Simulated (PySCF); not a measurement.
SMILES C#CC[SiH2][SeH], GFN2-xTB optimised geometry.

```
11

C      1.95     0.86     1.82
C      1.58     0.07     1.00
C      1.05    -0.83     0.00
Si    -0.87    -0.83     0.00
Se    -1.58     1.34     0.00
H      2.33     1.52     2.54
H      1.42    -0.52    -0.98
H      1.41    -1.84     0.19
H     -1.37    -1.43    -1.23
H     -1.37    -1.49     1.20
H     -0.41     1.84     0.68
```

Density from PBE0/def2-TZVP run with PySCF at that geometry.

Minimum of the electron density along straight lines between bonded atoms, close to the bond critical point (lines longer than 1.1 times the sum of covalent radii, or with two minima, are not listed):

| bond | length / Å | ρ at the minimum / e bohr⁻³ | ∇²ρ there / e bohr⁻⁵ | position (fraction from the first atom) |
|---|---|---|---|---|
| C1–C2 | 1.198 | 0.419 | -1.21 | 0.48 |
| C2–C3 | 1.440 | 0.278 | -0.76 | 0.53 |
| C3–Si4 | 1.917 | 0.113 | 0.14 | 0.61 |
| Si4–Se5 | 2.284 | 0.091 | 0.00 | 0.35 |
| C1–H6 | 1.049 | 0.299 | -1.14 | 0.66 |
| C3–H7 | 1.093 | 0.274 | -0.92 | 0.65 |
| C3–H8 | 1.091 | 0.274 | -0.92 | 0.64 |
| Si4–H9 | 1.460 | 0.127 | 0.18 | 0.49 |
| Si4–H10 | 1.462 | 0.127 | 0.18 | 0.49 |
| Se5–H11 | 1.435 | 0.186 | -0.34 | 0.63 |
